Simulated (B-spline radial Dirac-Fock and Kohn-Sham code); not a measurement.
**Kohn-Sham estimates against Dirac-Fock for the levels of Er⁵⁰⁺**

System: erbium as Er⁵⁰⁺, [Ne] 3s2 3p6.

The density-functional columns are spherical, spin-unpolarised Dirac-Kohn-Sham results without Breit or QED terms: −ε is minus the orbital energy of the initial state and ΔSCF the difference of two total energies. The reference in the last column comes from relaxed Dirac-Fock hole states (ΔSCF) with Breit and QED corrections and a finite nucleus. All numbers are from an atomic code on a B-spline grid, in eV; a selection of levels is shown. The Kohn-Sham columns are given as differences from the reference. For the 1s level of heavy atoms much of the gap between ΔSCF and the reference is the Breit and QED part, -266.2 eV here; for other levels the error of the functional can be larger.

```
level  LDA −ε − DF  LDA ΔSCF − DF  Dirac-Fock
    K       -290.2         +253.1     60919.5
   L1       -172.1          -40.6     13082.6
   L2       -129.7          +29.2     12619.9
   L3       -136.8           +7.8     11696.0
   M1        -76.7          -21.5      5060.9
   M2        -46.6          +12.1      4871.9
   M3        -49.3           +6.4      4638.9
```

For the outermost level NIST gives 4639 ± 4 eV (theoretical); the differences from it are LDA −ε -49.35, LDA ΔSCF +6.31, Dirac-Fock -0.06 eV.

Values without a named source are computed, but for edge energies of neutral atoms, which are taken from tables.
